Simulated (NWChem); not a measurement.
A series in which one site is exchanged, each optimised at PBE0/def2-SVP with NWChem, gas phase unless a solvent is named. This build's default masses of Se (78.918 u) and Br (79.917 u) are each other's, which moves their modes by up to 0.6 %. Some are not confirmed as minima by frequencies. def2 effective core potentials on I; no spin-orbit coupling.

A: [F][Be][I] (BeIF; site = I)
B: [F][Be][F] (BeF₂; site = F)
C: [F][Be][Br] (BeBrF; site = Br)
D: [F][Be][Cl] (BeClF; site = Cl)

| quantity | A | B | C | D |
|---|---|---|---|---|
| orbital gap (eV), PBE0/def2-SVP | 7.58 | 11.00 | 8.55 | (withheld) |
| vertical ionisation energy, ΔSCF, CAM-B3LYP/def2-SVP (eV) | 10.71 | 15.00 | 11.86 | (withheld) |
| lowest singlet excitation, CAM-B3LYP/def2-SVPD, TDA (eV) | 6.27 | 9.57 | 7.19 | (withheld) |

Some entries are withheld; supply them.


- orbital gap (eV), PBE0/def2-SVP, D: 9.24
- vertical ionisation energy, ΔSCF, CAM-B3LYP/def2-SVP (eV), D: 12.74
- lowest singlet excitation, CAM-B3LYP/def2-SVPD, TDA (eV), D: 7.92
